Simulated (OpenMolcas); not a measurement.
S+: CASPT2 settings compared

```json
{"Program": "OpenMolcas", "Basis": "ANO-RCC-VDZ [4s3p]", "Scalar Hamiltonian": "X2C, point nucleus", "Active space": "5 electrons in 8 orbitals (3s 3p 4s 4p)", "State averaging": "2S+1 = 4 odd, 1 root; 2S+1 = 2 odd, 8 roots kept (CI in the orbitals of an earlier block); 2S+1 = 4 even, 3 roots; 2S+1 = 2 even, 5 roots kept (CI in the orbitals of an earlier block)", "Spin-orbit coupling": "RASSI with atomic mean-field integrals over the reference wave functions, term energies averaged over their components"}
```

Methods on the same reference wave functions:
A. CASSCF
B. SS-CASPT2, IPEA 0.35 Eh, no level shift (closed shells correlated: 2s 2p)
C. SS-CASPT2, IPEA 0.5 Eh, imaginary shift 0.15 Eh (closed shells correlated: none)
D. XMS-CASPT2, IPEA 0.1 Eh, sigma2 regulariser 0.2 Eh (closed shells correlated: 2s 2p)

Energies in cm-1 above 3s2 3p3 4S* 3/2, the measured ground level; measured values from NIST Handbook of Basic Atomic Spectroscopic Data.

```csv
Level,A,B,C,D,Measured
3s2 3p3 4S* 3/2,0.0,0.0,0.0,0.0,0.0
3s2 3p3 2D* 3/2,18878,18839,18878,18839,14853
3s2 3p3 2D* 5/2,18921,18882,18921,18881,14885
3s2 3p3 2P* 1/2,25614,25558,25614,25557,24525
3s2 3p3 2P* 3/2,25653,25597,25653,25596,24572
3s 3p4 4P 5/2,85542,85607,85542,85606,79395
3s 3p4 4P 3/2,85860,85925,85860,85924,79757
3s 3p4 4P 1/2,86050,86115,86050,86114,79963
```

Deviations, from unrounded energies. A percentage is the sum of absolute deviations over the sum of measured energies, with the sign that they share, or ± where signs differ.

| Against measurement | Levels | A | B | C | D |
| --- | --- | --- | --- | --- | --- |
| mean absolute deviation (cm-1) | 7 | 4100 | 4100 | 4100 | 4100 |
| other terms of the ground configuration (%) | 4 | +13.0 | +12.7 | +13.0 | +12.7 |
| other configurations (%) | 3 | +7.7 | +7.8 | +7.7 | +7.7 |

A, B, C, D lie about equally close to measurement. The largest miss of A in the table is 3s 3p4 4P 5/2, by +6100 cm-1. The ranking rests on the paired levels alone, and a cruder setting can come out closer through cancelling errors.

Among B to D the level of the table that moves most is 3s 3p4 4P 1/2, by 65 cm-1 (lowest in C, highest in B).

The two smallest mean deviations differ by little beside CASPT2's spread within terms, so their order carries little weight.

From A to B the spin-free energies of the other terms of 3s2 3p3 shown, above 4S*, scale by a factor of 1.00.

The lowest spin-free term lies below A's lowest term by 0.002 hartree in B, 0.000 hartree in C, 0.002 hartree in D.

Terms from blocks run as CI alone lack orbitals of their own. Active for correlation alone: 4p 4s; no level in the range computed is led by a configuration that fills them, so any true level of that kind is missing. Terms of s pⁿ other than that of highest spin mix with s² pⁿ⁻² d, which this space lacks; all of them can be thousands of cm-1 off, and some have no real level of that name. Without dynamic correlation excited terms often stand tens of per cent too high (terms of higher spin than the ground term too low), and those without a measured partner can miss by more than the paired ones (holds for A). Some terms miss by over 15 % even with CASPT2, which points to a basis or an active space too small for the shells correlated (holds for B; C; D). Computed and measured levels are paired by configuration, term and J; levels that our copy of the source lacks, or whose pairing is in doubt (as where it misses far off the trend of its configuration), stay unpaired and out of the deviations. Levels of configurations outside the active space are missing. Levels that lie high or do not pair safely by name in every column are left out.

* marks odd parity.
